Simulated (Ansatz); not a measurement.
ClH2ISi (`Cl[SiH2]I`), relaxed with RKS PBE-D4/def2-SVP in Ansatz from a rough embedded geometry. The force threshold is 0.03 eV/Å; the program also tests the step.

The species carries charge 0 and has multiplicity 1. I takes the def2 core potential.

Start:

```xyz
5

Cl    0.832   -0.913    1.508
Si   -0.063    0.161    0.093
I     0.166   -1.031   -2.011
H     0.558    1.473   -0.031
H    -1.493    0.310    0.441
```

| step | energy (eV) | largest force (eV/Å) | largest move (Å) |
| --- | --- | --- | --- |
| 1 | -28519.7281 | 1.614 | 0.000 |
| 2 | -28519.8207 | 0.270 | 0.158 |
| 3 | -28519.8373 | 0.071 | 0.056 |
| 4 | -28519.8376 | 0.006 | 0.007 |

End:

```xyz
5

Cl    0.863   -0.913    1.603
Si   -0.068    0.154    0.089
I     0.131   -1.010   -2.065
H     0.598    1.488   -0.041
H    -1.524    0.281    0.415
```

Hardware: 2 threads of a server CPU on a shared host. Wall time 2.7 s, peak host memory 0.15 GiB.
